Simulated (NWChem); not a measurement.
## Atomisation of Cl3Si

SMILES: Cl[Si](Cl)Cl
```xyz
4

Cl    -0.9792    -0.1525     1.6964
Si    -0.0009     0.5497     0.0000
Cl    -0.9792    -0.1525    -1.6964
Cl     1.9590    -0.1478     0.0000
```
Charge 0, spin multiplicity 2.

All runs are NWChem calculations. The geometry was optimised at UPBE/def2-SVP, a minimum by its harmonic frequencies.

Basis set: def2-TZVP. The atomisation energy is electronic alone: no zero-point, thermal, spin-orbit or counterpoise terms. No value is extrapolated to the basis-set limit. Free atoms are single determinants with multiplicities Cl 2, Si 3.

B3LYP has NWChem's definition, with VWN1-RPA local correlation. The structure started from a generated list of species. The unpaired electrons of the parent sit in orbitals of symmetry a' (Cs labels of the run); other states weren't searched. The stability of the SCF solutions was not checked.

**Question.** For the atomisation energy, PBE0 gives 275.7 kcal/mol and PBE gives 281.5 kcal/mol. What do B3LYP, BP86, r2SCAN give?

**Answer.** B3LYP: 262.9 kcal/mol; BP86: 277.2 kcal/mol; r2SCAN: 282.8 kcal/mol.
